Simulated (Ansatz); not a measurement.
`NC([SiH3])S` + `[OH][GeH]([F])[SH]` → `[OH][GeH]([SiH3])[SH]` + `NC(F)S`  (formal exchange of groups at the Si–C bond)

Isolated molecules relaxed with PBE0-D4/def2-TZVP in Ansatz; ΔE leaves out vibrations. CCSD(T)/CBS adds triple-zeta CCSD(T) − MP2 to the extrapolated MP2 energy (def2 sets, frozen cores). DFT in def2-TZVPP. B3LYP here is the variant with VWN-RPA as its local correlation; programs differ in this. For Ge outer-core shells are correlated without core-valence functions, which leaves a few kJ/mol of doubt a bond. Scalar relativity is left out up to krypton. Each species was taken in one conformer, which may not be the lowest.

`NC([SiH3])S`:

Z-matrix (Å, degrees):
```
C
Si 1 1.891
S 1 1.812 2 108.7
N 1 1.449 2 110.9 3 122.4
H 1 1.102 2 108.9 3 -110.2
H 2 1.492 1 109.9 3 -173.6
H 2 1.484 1 109.5 3 66.7
H 2 1.485 1 109.0 3 -54.3
H 3 1.345 1 96.6 2 59.7
H 4 1.013 1 111.0 2 62.9
H 4 1.014 1 111.0 2 -176.3
```

`[OH][GeH]([F])[SH]`:

Cartesian coordinates in Å:
```
O 0.098 -1.500 -0.474
Ge -0.045 0.251 -0.495
F -1.601 0.675 -1.127
S -0.104 1.112 1.532
H -0.485 -1.914 0.169
H 1.031 0.765 -1.446
H 1.106 0.612 1.841
```

`[OH][GeH]([SiH3])[SH]`:

Z-matrix (Å, degrees):
```
Ge
Si 1 2.379
S 1 2.229 2 111.8
O 1 1.785 2 104.9 3 -119.4
H 1 1.543 2 116.9 3 118.2
H 2 1.485 1 108.2 3 52.0
H 2 1.485 1 108.6 3 -66.9
H 2 1.485 1 110.6 3 172.5
H 3 1.343 1 94.3 2 -49.0
H 4 0.961 1 112.1 2 169.6
```

`NC(F)S`:

```xyz
8

N     1.134    0.492   -0.215
C    -0.067   -0.237   -0.284
F    -0.758    0.095   -1.428
S    -1.142    0.099    1.154
H     1.025    1.426    0.156
H     1.877   -0.004    0.251
H     0.151   -1.304   -0.339
H    -2.219   -0.568    0.706
```

```tsv
level	ΔE (eV)
PBE-D4	0.81
PBE0-D4	0.87
B3LYP	0.89
HF/def2-QZVPP	1.09
```

Problem. What does CCSD(T)/CBS give? (Best estimate.)

Solution. The calculation gave: +1.05 eV. The listed levels differ from it by -0.24, -0.18, -0.16, 0.04 eV.

Largest T1 diagnostic among the species: 0.012.

The D4 term adds +0.03 eV with B3LYP and +0.02 eV with PBE0; it sums over pairs of atoms, weighted by their polarisabilities, and B3LYP, whose exchange is more repulsive, gets the larger term. From PBE to PBE0 (25 % exact exchange), in def2-TZVPP and without D4, ΔE moves by +0.07 eV.
